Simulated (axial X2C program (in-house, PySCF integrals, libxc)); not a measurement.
What spin–orbit coupling does to AlMo

All values were computed with an in-house relativistic program for diatomic molecules. Spin-free means the one-electron spin-free X2C Hamiltonian; two-component (2c) means X2C with spin–orbit coupling and atomic mean-field two-electron Coulomb and Gaunt terms, so the difference of the two also holds small scalar two-electron terms. Basis: Mo dyall-cv3z [11s12p9d5f3g], Al dyall-v3z [8s8p2d1f] (cores contracted in-house); Gaussian nuclei, density fitting, unrestricted open shells. Masses: Mo 97.905 u, Al 26.982 u.

Spin-free state: M_S = 5/2, Λ = 0 (beyond evenly filled blocks: σα, π+α, π-α, δ+α, δ-α); fragments Mo + Al.

```json
{"level": "PBE0", "Re (Å)": "2.743", "ωe (cm⁻¹)": "218.3", "De (eV)": "1.231", "μ (D)": "-1.15"}
{"level": "CCSD", "Re (Å)": "2.790", "ωe (cm⁻¹)": "210.1", "De (eV)": "1.021", "μ (D)": "n/a"}
{"level": "CCSD(T)", "Re (Å)": "2.753", "ωe (cm⁻¹)": "224.2", "De (eV)": "1.167", "μ (D)": "n/a"}
{"level": "PBE", "Re (Å)": "2.695", "ωe (cm⁻¹)": "234.9", "De (eV)": "1.534", "μ (D)": "-0.88"}
```

Correlated methods: 9 electrons correlated (number of frozen shells: Mo 4 s, 3 p, 1 d; Al 2 s, 1 p), 265 virtual spin orbitals or spinors in MP2, 90 natural virtuals in coupled cluster.

Dipoles are positive if Al is the positive end.

Two-component determinant lowest at the distance of the search:

Ω = 5/2 (⟨Sz⟩ = 2.50, ⟨Lz⟩ = 0.00 at HF); fragments Mo + Al.

```csv
level,Re (Å),ωe (cm⁻¹),De (eV),μ (D)
PBE0,2.743,218.0,1.230,-1.14
CCSD,2.791,209.9,1.011,n/a
CCSD(T),2.754,223.9,1.157,n/a
PBE,2.696,234.7,1.532,-0.88
```

From the two tables, how do the constants change at the CCSD(T) level (2c against spin-free)?

At the CCSD(T) level Re rises by 0.001 Å and ωe falls by 0.3 cm⁻¹; De changes by -0.010 eV.

The state is one determinant whose occupation by symmetry is held fixed; it was picked as the lowest of a PBE0 search that is not exhaustive. Dissociation energies refer to the lowest single-determinant-based atoms at the same level and basis. Density functionals use the spin component along the axis (collinear). Coupled cluster ran in a truncated set of natural virtual spinors; the MP2 energy of the rest was added. (T) has no such correction and the atoms are truncated less, which lowers De at CCSD(T) by a hundredth of an eV or more. A 2c atom that is not at its ground J level misses part of its spin–orbit lowering, and De is too large by that part (0.04 eV or less for light atoms). This holds for PBE0, PBE. PBE0 can misorder states that lie within some tenths of an eV, so this need not be the ground state of the molecule. The nearest other spin-free determinant of the search, M_S = 5/2, Λ = 1, lies 0.38 eV up at the distance of the search. The functionals have no current-density term, which raises determinants with orbital currents, atoms included. With several unpaired electrons one determinant need not be a pure state. This is the top spin component of a Σ state; components of lower Ω are not single determinants and can lie lower. The determinant is spin-polarised beyond a pure state at some levels (its spin-free form has ⟨S²⟩ too high), which makes Re and μ there less reliable. The T1 diagnostic is large, a sign of multireference character. With the outer-core shells frozen, correlated bond lengths of heavy atoms tend to come out a few hundredths of an ångström too long.
